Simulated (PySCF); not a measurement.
**Energy profile**

The step: GaH₂Cl ([Cl][GaH2]) → GaH + HCl; bonds formed: Cl2–H3; bonds broken: Ga1–Cl2, Ga1–H3 (atoms numbered as in the saddle structure below).

```csv
atom,x (Å),y (Å),z (Å)
Ga1,-0.7079,0.4677,-0.2272
Cl2,1.4988,-0.8630,0.0939
H3,0.6640,-0.0267,-1.0417
H4,-1.4549,0.4220,1.1751
```

Electronic energies by CCSD(T) at an estimated basis limit (MP2 extrapolated from triple and quadruple zeta, plus CCSD(T) − MP2 in triple zeta), on PBE0-D4/def2-TZVP structures; GaH2Cl, closed shell; no counterpoise correction. PySCF 2.14 with density fitting (its default auxiliary sets; JK sets also for MP2 and CCSD(T)); basis: def2-TZVPP and def2-QZVPP; cores frozen in the correlated methods. Filled d shells of the heavier atoms are correlated. The def2 sets are not built for correlating such inner shells, so the correlated values are less sure here. Extrapolation: Hartree–Fock as exp(−7.88 √X), correlation as X^−2.97.

(1) Give the profile in kcal/mol, counted from the start structure. (To be estimated.)

T1 diagnostic: at most 0.016. The restricted Hartree–Fock reference is unstable towards an unrestricted one at one or more of these structures.

## Answers

(1) Computed:
```csv
point,kcal/mol
start structure,0.00
saddle,57.00
end structure,43.98
"separated: GaH (Ga1, H4; singlet) + HCl (Cl2, H3; singlet)",47.17
```

Labels in which every atom is bracketed show which atoms are joined, not bond orders.

For scale, one of the runs: CCSD(T)/def2-TZVPP, 118 basis functions, launched by `OMP_NUM_THREADS=4 python run.py`. Hardware: 4 CPU threads of an Arm Neoverse V1, shared host. Wall time about 41 s.
